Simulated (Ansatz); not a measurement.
The lowest singlet and triplet of O3 (SMILES O=[O+][O-]); geometries from B3LYP-D3(BJ)/def2-TZVP, each state relaxed from the structure named, with no frequency check.
Singlet (charge 0, multiplicity 1):
```xyz
3

O     -1.071    -0.241     0.000
O     -0.011     0.428     0.000
O      1.081    -0.187     0.000
```

```csv
level,"gap E(singlet) − E(triplet), vertical, at the singlet's geometry (kcal/mol)",cost
R-SVWN5/def2-TZVPP,-35.22,×0.4
U-SVWN5/def2-TZVPP,-35.22,×0.5
U-PBE/def2-TZVPP,-33.51,×1
U-r2SCAN/def2-TZVPP (spin-contaminated),-28.45,×4
R-B3LYP/def2-TZVPP,-28.97,×2
U-B3LYP/def2-TZVPP (spin-contaminated),-29.95,×3
U-PBE0/def2-TZVPP (spin-contaminated),-28.93,×3
R-BHLYP/def2-TZVPP,-7.57,×1
U-BHLYP/def2-TZVPP (spin-contaminated),-20.76,×2
R-wB97M-V/def2-TZVPP,-29.14,×8
U-wB97M-V/def2-TZVPP (spin-contaminated),-31.08,×10
U-B2PLYP/def2-TZVPP (spin-contaminated),-29.99,×3
R-CCSDT/cc-pVDZ,-40.50,-
"SA-CASSCF(12,9)/cc-pVQZ",-44.41,-
"SC-NEVPT2 on SA-CASSCF(12,9)/cc-pVTZ",-44.07,-
"FIC-NEVPT4(SD) on SA-CASSCF(12,9)/cc-pVDZ",-43.01,-
"FIC-NEVPT4(SD) on SA-CASSCF(12,9)/cc-pVTZ",-44.00,-
"FIC-MRCISD+Q on SA-CASSCF(12,9)/cc-pVDZ",-43.02,-
"FIC-MRCISD+Q on SA-CASSCF(12,9)/cc-pVTZ",-43.99,-
"FIC-MRCISD+Q on SA-CASSCF(12,9)/cc-pVQZ",-44.24,-
```

The rows run from -44.41 (SA-CASSCF(12,9)/cc-pVQZ) to -7.57 kcal/mol (R-BHLYP/def2-TZVPP). The 4 R-functionals in def2-TZVPP without D3 or D4 span 27.65, from R-SVWN5 to R-BHLYP.

A positive gap puts the triplet lower; no zero-point energy. R- takes a restricted singlet. U- takes an unrestricted singlet (broken symmetry where lower, unprojected). The triplet is unrestricted in single-reference levels. Active spaces average the two states.

Correlated levels freeze the cores.

Doubts at one or more of the structures used: a restricted determinant that unrestricted orbitals would lower (R-B3LYP/def2-TZVPP, R-BHLYP/def2-TZVPP, R-wB97M-V/def2-TZVPP, R-CCSDT/cc-pVDZ); other coupled-cluster roots lie near (R-CCSDT/cc-pVDZ).

Programs: Ansatz (Gaussian orbitals). 

Costs are rough ratios of core time to R-PBE/def2-TZVPP (about 6 s over the structures, on one shared machine); a dash marks a level with no comparable run of its own.

Ansatz is an electronic-structure program.
